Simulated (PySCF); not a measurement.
C3H5BO2, SMILES B1(O)OC=CC1. The structure is a stationary point at PBE0-D3(BJ)/def2-SVP. The values are those of a single conformer.

Computed equilibrium geometry at PBE0-D3(BJ)/def2-SVP (PySCF confirms it by a frequency run) as Cartesian coordinates in Å, and its point group (one conformer of several):
point group Cs.
```xyz
11

O     -0.1124     2.1026     0.0000
B     -0.0030     0.7571     0.0000
C      1.2598    -0.2097     0.0000
C      0.5463    -1.5338     0.0000
C     -0.7751    -1.3236     0.0000
O     -1.1573    -0.0052     0.0000
H      0.7400     2.5452     0.0000
H      1.9114    -0.0711    -0.8821
H      1.9114    -0.0711     0.8821
H      1.0164    -2.5178     0.0000
H     -1.5924    -2.0465     0.0000
```
